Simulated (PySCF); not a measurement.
**NMR parameters of GaF3**

GaF3, F3Ga, point group D3h.

Bonds: Ga1-F2 1.727 Å, Ga1-F3 1.727 Å, Ga1-F4 1.727 Å.

GIAO calculations in PySCF 2.14.0 with density-fitted response routines on the PBE0-D3(BJ)/def2-SVP structure: isolated species, non-relativistic, equivalent atoms averaged; basis pcSseg-1 (pcSseg-2 on Ga).

(1) Give the isotropic shieldings (ppm) with B3LYP, PBE, PBE0.

(2) And the chemical shifts, against references computed in the same way?

(3) Which part of the shielding of Ga1 depends on the functional?

(4) What couplings does PBE/pcJ-1 (pcSseg-1 on Ga) give?

Results:

(1) 
| atoms | environment | B3LYP | PBE | PBE0 |
| --- | --- | --- | --- | --- |
| Ga1 | Ga bonded to 3 F | 1642 | 1598 | 1663 |
| F2/F3/F4 | fluorine bonded to Ga | 355.3 | 333.4 | 366.4 |
| HOMO–LUMO gap (eV) | – | 8.71 | 6.30 | 9.46 |

(2) 
```json
{"atoms": "Ga1", "nucleus, reference": "71Ga, [Ga(H2O)6]3+", "B3LYP": "157", "PBE": "149", "PBE0": "154"}
{"atoms": "F2/F3/F4", "nucleus, reference": "19F, CFCl3", "B3LYP": "-183.4", "PBE": "-188.7", "PBE0": "-189.2"}
```

(3) Diamagnetic: B3LYP 2641, PBE 2641, PBE0 2640 ppm; paramagnetic: B3LYP -999, PBE -1043, PBE0 -978 ppm. The diamagnetic part, set mainly by inner electrons, hardly moves; the paramagnetic part goes with low-lying magnetically allowed excitations and carries the spread.

(4) 2J(F2,F3) = -271.2 Hz (averaged over equivalent pairs; isotopes 19F).

Relativistic effects, spin–orbit coupling among them, are left out; they matter for Ga and for the light atoms bonded to it. Unscaled 19F shifts against computed CFCl3 carry errors that often reach 10 to 50 ppm.
